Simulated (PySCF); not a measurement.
Computed properties of Ge(F)2(SeH)2 (F₂GeH₂Se₂), SMILES [F][Ge]([F])([SeH])[SeH]

F2GeH2Se2, SMILES [F][Ge]([F])([SeH])[SeH]. The structure is a stationary point at B3LYP-D3(BJ)/def2-SVP. One conformer was computed; it need not be the lowest. All values are computed for the isolated molecule unless a solvent is named; none is compared with measurement here.

**Structure.** The optimised structure has C2 symmetry. All 15 harmonic modes at B3LYP-D3(BJ)/def2-SVP (PySCF) are real, so it is a minimum. With heavy atoms numbered as in [F:1][Ge:2]([F:3])([SeH:4])[SeH:5], the shortest bond between them is Ge2–F3 at 1.737 Å and the longest Ge2–Se5 at 2.343 Å.

**Vibrations.** The strongest infrared lines (harmonic, unscaled, degenerate partners summed) lie at 709 cm⁻¹ (89 km/mol, F 82 %, Ge 18 %), 343 cm⁻¹ (75 km/mol, Ge 68 %, Se 27 %), 730 cm⁻¹ (61 km/mol, F 72 %, Ge 25 %). The softest mode is at 76 cm⁻¹ and the zero-point energy is 13.3 kcal/mol.

**Electronic structure.** CAM-B3LYP/def2-TZVP (PySCF) places the frontier levels at -9.13 and -1.00 eV, a gap of 8.13 eV, and gives a dipole moment of 3.21 D and a mean polarisability of 79.9 bohr³.

**Excitations.** TDA-M06-2X/def2-SVPD (PySCF) has S1 at 4.75 eV (261 nm, f = 0.027, weak); the most intense of the 10 singlets computed lies at 6.74 eV (f = 0.15). T1 (TDA) is at 4.35 eV, 0.40 eV under S1. No vertical singlet excitation falls in the visible range (under 3.1 eV).

**NMR.** GIAO shifts at KT2/pcSseg-1 (PySCF) (non-relativistic, atoms alike by connectivity averaged): ¹H at 2.1 ppm against TMS; ¹⁹F at -100.8 ppm against CFCl3.
